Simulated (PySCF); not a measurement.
C$_{5}$H$_{5}$N, charge +1, doublet, at a GFN2-xTB geometry (a state made from the parent by changing its charge; the spin is typed, not shown lowest); DF-SCAN/pcseg-1 in PySCF.

PySCF was given this input:
```python
from pyscf import gto, scf, dft

mol = gto.Mole()
mol.atom = '''
    C    -0.441273    1.258854    0.041289
    C    -1.347137    0.234768   -0.157617
    C    -0.839440   -1.070877   -0.193903
    N     0.431313   -1.230443   -0.040357
    C     1.327830   -0.322393    0.148205
    C     0.909374    1.014072    0.198577
    H    -0.800518    2.283703    0.074903
    H    -2.408564    0.390670   -0.284091
    H    -1.477435   -1.932921   -0.345059
    H     2.367126   -0.605173    0.261812
    H     1.644066    1.790277    0.355624
'''
mol.basis = 'pcseg-1'
mol.charge = 1
mol.spin = 1
mol.verbose = 4
mol.build()

mf = dft.UKS(mol)
mf.xc = 'scan'
mf.grids.atom_grid = (30, 110)
mf = mf.density_fit(auxbasis='def2-universal-jkfit')
mf.kernel()
mf.analyze()
```

The log (banner, timings and long lists left out):

```
PySCF version 2.14.0

[INPUT] verbose = 4
[INPUT] num. atoms = 11
[INPUT] num. electrons = 41
[INPUT] charge = 1
[INPUT] spin (= nelec alpha-beta = 2S) = 1
[INPUT] symmetry False subgroup None
[INPUT] Mole.unit = angstrom
[INPUT] Symbol           X                Y                Z      unit          X                Y                Z       unit  Magmom
[...]
nuclear repulsion = 208.65340717747
number of shells = 28
number of NR pGTOs = 185
number of NR cGTOs = 109
basis = pcseg-1
ecp = {}

******** <class 'pyscf.df.df_jk.DFUKS'> ********
method = DFUKS
initial guess = minao
damping factor = 0
level_shift factor = 0
DIIS = <class 'pyscf.scf.diis.CDIIS'>
diis_start_cycle = 1
diis_space = 8
diis_damp = 0
SCF conv_tol = 1e-09
SCF conv_tol_grad = None
SCF max_cycles = 50
direct_scf = False
number electrons alpha = 21  beta = 20
XC library pyscf.dft.libxc version 7.1.2
    S. Lehtola, C. Steigemann, M. J. T. Oliveira, and M. A. L. Marques,  SoftwareX 7, 1–5 (2018)
XC functionals = scan
    J. Sun, A. Ruzsinszky, and J. P. Perdew,  Phys. Rev. Lett. 115, 036402 (2015)
    J. Sun, A. Ruzsinszky, and J. P. Perdew,  Phys. Rev. Lett. 115, 036402 (2015)
radial grids:
    Treutler-Ahlrichs [JCP 102, 346 (1995); DOI:10.1063/1.469408] (M4) radial grids

becke partition: Becke, JCP 88, 2547 (1988); DOI:10.1063/1.454033
pruning grids: <function nwchem_prune>
grids dens level: 3
symmetrized grids: False
atomic radii adjust function: <function treutler_atomic_radii_adjust>
User specified grid scheme (30, 110)
small_rho_cutoff = 0
Set gradient conv threshold to 3.16228e-05
tot grids = 27048
init E= -248.977096471829

cycle= 1 E= -247.732405972184  delta_E= 1.24  |g|= 0.243  |ddm|= 2.55

cycle= 2 E= -247.258229477411  delta_E= 0.474  |g|= 0.86  |ddm|= 1.21
cycle= 3 E= -247.761809197508  delta_E= -0.504  |g|= 0.0933  |ddm|=  1.1
cycle= 4 E= -247.766324572294  delta_E= -0.00452  |g|= 0.0414  |ddm|= 0.124
cycle= 5 E= -247.766903748881  delta_E= -0.000579  |g|= 0.0254  |ddm|= 0.0543
cycle= 6 E= -247.767244177536  delta_E= -0.00034  |g|= 0.00841  |ddm|= 0.0263
cycle= 7 E= -247.767276248394  delta_E= -3.21e-05  |g|= 0.00628  |ddm|= 0.0131
cycle= 8 E= -247.767311397346  delta_E= -3.51e-05  |g|= 0.00226  |ddm|= 0.00905
cycle= 9 E= -247.767321933636  delta_E= -1.05e-05  |g|= 0.00191  |ddm|= 0.00534
cycle= 10 E= -247.767334944908  delta_E= -1.3e-05  |g|= 0.00142  |ddm|= 0.00745
cycle= 11 E= -247.767346367095  delta_E= -1.14e-05  |g|= 0.00125  |ddm|= 0.00835
cycle= 12 E= -247.767361105053  delta_E= -1.47e-05  |g|= 0.000711  |ddm|= 0.0159
cycle= 13 E= -247.767365781329  delta_E= -4.68e-06  |g|= 0.000457  |ddm|= 0.0122
cycle= 14 E= -247.767366101807  delta_E= -3.2e-07  |g|= 0.000194  |ddm|= 0.00245
cycle= 15 E= -247.767366149201  delta_E= -4.74e-08  |g|= 7.89e-05  |ddm|= 0.000689
cycle= 16 E= -247.767366159674  delta_E= -1.05e-08  |g|= 6.03e-05  |ddm|= 0.000383
cycle= 17 E= -247.767366162924  delta_E= -3.25e-09  |g|= 2.89e-05  |ddm|= 0.000133
cycle= 18 E= -247.767366164513  delta_E= -1.59e-09  |g|= 1.39e-05  |ddm|= 0.000154
cycle= 19 E= -247.76736616459  delta_E= -7.67e-11  |g|= 1.93e-05  |ddm|= 6.2e-05
Extra cycle  E= -247.767366163653  delta_E= 9.37e-10  |g|= 4.51e-05  |ddm|= 6.52e-05
converged SCF energy = -247.767366163653  <S^2> = 0.76790793  2S+1 = 2.0178285
**** SCF Summaries ****
Total Energy =                        -247.767366163652980
Nuclear Repulsion Energy =             208.653407177470342
One-electron Energy =                 -736.105837230405541
Two-electron Energy =                  279.685063889282219
Two-electron Coulomb Energy =          315.140457670523460
DFT Exchange-Correlation Energy =      -35.455393781241227
**** MO energy ****
                             alpha | beta                alpha | beta
[...]
To work with the spin densities directly, `use mulliken_meta_spin()` only printing them here.

 ** Mulliken spin pop alpha/beta on meta-lowdin orthogonal AOs **
 ** Mulliken Spin Density (per AO)  **
spin_pop of  0 C 1s        0.00000
spin_pop of  0 C 2s       -0.00891
spin_pop of  0 C 3s        0.00018
spin_pop of  0 C 2px      -0.00814
spin_pop of  0 C 2py      -0.00150
spin_pop of  0 C 2pz      -0.05342
spin_pop of  0 C 3px       0.00010
spin_pop of  0 C 3py       0.00016
spin_pop of  0 C 3pz      -0.00004
spin_pop of  0 C 3dxy      0.00005
spin_pop of  0 C 3dyz     -0.00001
spin_pop of  0 C 3dz^2     0.00014
spin_pop of  0 C 3dxz      0.00006
spin_pop of  0 C 3dx2-y2    0.00007
spin_pop of  1 C 1s       -0.00000
spin_pop of  1 C 2s        0.01215
spin_pop of  1 C 3s       -0.00002
spin_pop of  1 C 2px       0.01455
spin_pop of  1 C 2py       0.06255
spin_pop of  1 C 2pz       0.05360
spin_pop of  1 C 3px       0.00010
spin_pop of  1 C 3py       0.00019
spin_pop of  1 C 3pz       0.00007
spin_pop of  1 C 3dxy     -0.00007
spin_pop of  1 C 3dyz     -0.00003
spin_pop of  1 C 3dz^2    -0.00003
spin_pop of  1 C 3dxz      0.00002
spin_pop of  1 C 3dx2-y2    0.00012
spin_pop of  2 C 1s        0.00000
spin_pop of  2 C 2s       -0.01663
spin_pop of  2 C 3s        0.00045
spin_pop of  2 C 2px      -0.01710
spin_pop of  2 C 2py       0.00535
spin_pop of  2 C 2pz      -0.06040
spin_pop of  2 C 3px       0.00112
spin_pop of  2 C 3py       0.00094
spin_pop of  2 C 3pz       0.00010
spin_pop of  2 C 3dxy      0.00078
spin_pop of  2 C 3dyz      0.00008
spin_pop of  2 C 3dz^2     0.00019
spin_pop of  2 C 3dxz      0.00004
spin_pop of  2 C 3dx2-y2    0.00029
spin_pop of  3 N 1s       -0.00001
spin_pop of  3 N 2s        0.10350
spin_pop of  3 N 3s        0.00161
spin_pop of  3 N 2px       0.09099
spin_pop of  3 N 2py       0.58416
spin_pop of  3 N 2pz       0.06733
spin_pop of  3 N 3px       0.00068
spin_pop of  3 N 3py       0.00226
spin_pop of  3 N 3pz       0.00001
spin_pop of  3 N 3dxy     -0.00056
spin_pop of  3 N 3dyz     -0.00042
spin_pop of  3 N 3dz^2     0.00050
spin_pop of  3 N 3dxz     -0.00014
spin_pop of  3 N 3dx2-y2   -0.00073
spin_pop of  4 C 1s        0.00000
spin_pop of  4 C 2s       -0.01680
spin_pop of  4 C 3s        0.00047
spin_pop of  4 C 2px      -0.01944
spin_pop of  4 C 2py       0.00842
spin_pop of  4 C 2pz      -0.06228
spin_pop of  4 C 3px       0.00032
spin_pop of  4 C 3py       0.00169
spin_pop of  4 C 3pz       0.00011
spin_pop of  4 C 3dxy      0.00012
spin_pop of  4 C 3dyz      0.00011
spin_pop of  4 C 3dz^2     0.00023
spin_pop of  4 C 3dxz     -0.00004
spin_pop of  4 C 3dx2-y2    0.00092
spin_pop of  5 C 1s       -0.00000
spin_pop of  5 C 2s        0.01194
spin_pop of  5 C 3s       -0.00001
spin_pop of  5 C 2px       0.00948
spin_pop of  5 C 2py       0.06684
spin_pop of  5 C 2pz       0.05479
spin_pop of  5 C 3px       0.00009
spin_pop of  5 C 3py       0.00019
spin_pop of  5 C 3pz       0.00006
spin_pop of  5 C 3dxy      0.00006
spin_pop of  5 C 3dyz      0.00005
spin_pop of  5 C 3dz^2    -0.00003
spin_pop of  5 C 3dxz     -0.00007
spin_pop of  5 C 3dx2-y2   -0.00000
spin_pop of  6 H 1s        0.01799
spin_pop of  6 H 2s        0.00016
spin_pop of  6 H 2px       0.00000
spin_pop of  6 H 2py       0.00004
spin_pop of  6 H 2pz      -0.00002
spin_pop of  7 H 1s        0.00661
spin_pop of  7 H 2s        0.00009
spin_pop of  7 H 2px      -0.00000
spin_pop of  7 H 2py      -0.00001
spin_pop of  7 H 2pz       0.00002
spin_pop of  8 H 1s        0.03639
spin_pop of  8 H 2s        0.00090
spin_pop of  8 H 2px       0.00005
spin_pop of  8 H 2py       0.00008
spin_pop of  8 H 2pz      -0.00001
spin_pop of  9 H 1s        0.03653
spin_pop of  9 H 2s        0.00089
spin_pop of  9 H 2px       0.00012
spin_pop of  9 H 2py       0.00002
spin_pop of  9 H 2pz      -0.00001
spin_pop of  10 H 1s        0.00653
spin_pop of  10 H 2s        0.00011
spin_pop of  10 H 2px       0.00002
spin_pop of  10 H 2py      -0.00004
spin_pop of  10 H 2pz       0.00002
 ** Mulliken Spin Density (per atom)  **
spin density of  0 C =     -0.07126
spin density of  1 C =      0.14319
spin density of  2 C =     -0.08479
spin density of  3 N =      0.84918
spin density of  4 C =     -0.08618
spin density of  5 C =      0.14338
spin density of  6 H =      0.01817
spin density of  7 H =      0.00670
spin density of  8 H =      0.03742
spin density of  9 H =      0.03754
spin density of  10 H =      0.00664
 ** Mulliken pop alpha/beta on meta-lowdin orthogonal AOs **
 ** Mulliken pop       alpha | beta **
In total            21.00000 | 20.00000
 ** Mulliken atomic charges   ( Nelec_alpha | Nelec_beta ) **
charge of  0C =     -0.01483  (     2.97179      3.04304 )
charge of  1C =     -0.05128  (     3.09724      2.95404 )
charge of  2C =      0.05781  (     2.92870      3.01349 )
charge of  3N =      0.11523  (     3.86697      3.01780 )
charge of  4C =      0.05839  (     2.92772      3.01389 )
charge of  5C =     -0.05096  (     3.09717      2.95379 )
charge of  6H =      0.16672  (     0.42573      0.40755 )
charge of  7H =      0.17100  (     0.41785      0.41115 )
charge of  8H =      0.18839  (     0.42452      0.38709 )
charge of  9H =      0.18826  (     0.42464      0.38710 )
charge of  10H =      0.17127  (     0.41768      0.41104 )

WARN: System has nonzero charge 1; the dipole moment is origin-dependent.
Location of origin: [0. 0. 0.]

Dipole moment(X, Y, Z, Debye):  0.03600, -0.08858, -0.00209
```
